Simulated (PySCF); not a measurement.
B(H)(SeH)2 (BH₃Se₂), SMILES B([SeH])[SeH].

Coordinates come from a B3LYP-D3(BJ)/def2-SVP optimisation. This is a generated structure with no PubChem entry under its InChIKey; it may be hypothetical. Other conformers were not sampled.

The numbers are results of PBE0/def2-TZVPD in PySCF, not measurements.

Isolated molecule, no solvent.

Computed frontier levels, gap, dipole moment and polarisability:
| Property | Result |
|---|---|
| highest occupied level | -7.11 eV |
| lowest empty level | -1.29 eV |
| orbital gap | 5.82 eV |
| dipole moment | 1.03 D |
| quadrupole, principal values (traceless, Buckingham form, about the centre of nuclear charge) | -5.40, 0.80, 4.59 D·Å |
| mean static polarisability | 74.8 bohr³ (11.09 Å³) |
| polarisability, principal values | 56.6, 64.7, 103.2 bohr³ |
